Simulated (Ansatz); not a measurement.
CBr$_{2}$Cl$_{2}$, SMILES `ClC(Cl)(Br)Br`, relaxed with RKS PBE-D4/def2-SVP in Ansatz 0.2.0 from a rough embedded geometry. The force threshold is 0.03 eV/Å; the program also tests the step.

The species carries charge 0 and has multiplicity 1.

Start:

```xyz
5

Cl    0.456    1.703    0.513
C    -0.021    0.029   -0.034
Cl   -0.836    0.043   -1.635
Br   -1.197   -0.711    1.299
Br    1.598   -1.064   -0.143
```

Question: How much energy does the relaxation release, and in how many steps? (An estimate is asked.)

Answer: Ansatz gave: 0.04 eV, in 3 steps.

Question: Which bonds change most? (Best estimate.)

Answer: Computed: Cl1–C2 from 1.824 to 1.778 Å; C2–Br4 from 1.925 to 1.968 Å; C2–Cl3 from 1.797 to 1.779 Å; C2–Br5 from 1.957 to 1.969 Å.

Question: Give the relaxed structure. (Estimate.)

Answer: Computed: 
```xyz
5

Cl    0.442    1.690    0.466
C    -0.009    0.041   -0.027
Cl   -0.821    0.076   -1.609
Br   -1.222   -0.735    1.315
Br    1.610   -1.072   -0.146
```
